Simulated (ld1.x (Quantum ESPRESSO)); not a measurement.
Results of a calculation; reference values are marked as such.
**Pseudopotentials across the periodic table**

Generated with ld1.x 7.5 (TM, RRKJ, ultrasoft, PAW), atompaw 4.2 or ONCVPSP 4.0.1. The cutoff is in Ry: for ld1.x and atompaw files where the sum of valence levels is converged to 10 mRy in a Bessel basis, for ONCV files where the hardest occupied wave has 1 mHa per electron of residual kinetic energy. The error is the largest all-electron minus pseudo excitation energy over each file’s own four to seven test configurations (ionisations up to +4, promotions, holes and added fractions of an electron), all of which were solved. The labels leave out finer settings (local radius, basis sizes, second energies), which also bear on the numbers. Spin-polarised tests are not counted. The rows are a selection from randomly drawn settings: files with unsolved tests, undetermined cutoffs or missed reference levels are left out.

A true bound ghost makes a file unfit for plane-wave use even where its test errors are small: the radial tests pick states by their node count and pass the ghost by.

```csv
element,potential,cutoff (Ry),largest error (meV),bound ghosts
Be,"TM semilocal, LDA (PZ), scalar-relativistic, rc 1.75/4.20 (sp), local p, core correction no, reference 2s2 2p0",10,-164,none
N,"RRKJ, BP86, scalar-relativistic, rc 0.75/1.10/1.05 (spd), local s, core correction yes, reference 2s2 2p2.75",100,+201,none
Sn,"TM, PBE, scalar-relativistic, rc 1.45/2.60 (sp), local s, core correction yes, reference 5s2 5p1",45,-212,d
Sm,"TM semilocal, PBE, scalar-relativistic, rc 2.95/4.20/3.65/1.20 (spdf), local s, core correction yes, reference 4f6 5d1 6s1 6p0",260,-751,none
```

(1) Fill in the row for Ta: TM, PBEsol, scalar-relativistic, rc 2.05/1.95/2.05 (spd), local s, core correction no, reference 5p6 5d3 6s1 6p0.

(2) Fill in the row for Pd: PAW, PBE, scalar-relativistic, rc 2.35/2.90/1.45 (spd), local smoothed, core correction yes, reference 4d9 5s0 5p0.

(3) Fill in the row for Be: TM, LDA (PZ), scalar-relativistic, rc 2.05/4.20/3.90 (spd), local smoothed, core correction no, reference 2s2 2p0.

Answers

(1) cutoff 35 Ry, largest error -818 meV, bound ghosts: none.

(2) cutoff 50 Ry, largest error -373 meV, bound ghosts: none.

(3) cutoff 8 Ry, largest error -150 meV, bound ghosts: none.
